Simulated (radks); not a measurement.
Species: Zn3+. Configuration: [Ar] 3d7 4s2 (not the ground configuration). Method: scalar-relativistic Kohn-Sham, PBE, spin-polarised, spherical densities, finite nucleus; open shells are filled with parallel spins first; Fermi nuclear charge, rms radius 3.9283 fm; computed with a radial shooting solver on a logarithmic mesh with Libxc functionals.

Unscreened Slater integrals over Kohn-Sham orbitals (cm^-1). They are taken over the spin-up orbitals.

integral    value
F0(4s,4s)  105820
F0(4s,3d)  133310
G2(4s,3d)   13419
F0(4s,3p)  134530
G1(4s,3p)  9800.5
F0(3d,3d)  270970
F2(3d,3d)  128800
F4(3d,3d)   80837
F0(3d,3p)  278180
F2(3d,3p)  133530
G1(3d,3p)  163020
G3(3d,3p)  100440
F0(3p,3p)  288150
F2(3p,3p)  144560

Derived for the open shells (J is the average intra-shell exchange parameter used in DFT+U). 3d: Racah B = F2/49 - 5 F4/441 = 1712 cm^-1, C = 35 F4/441 = 6416 cm^-1, C/B = 3.75, F4/F2 = 0.628, J = (F2 + F4)/14 = 14970 cm^-1.
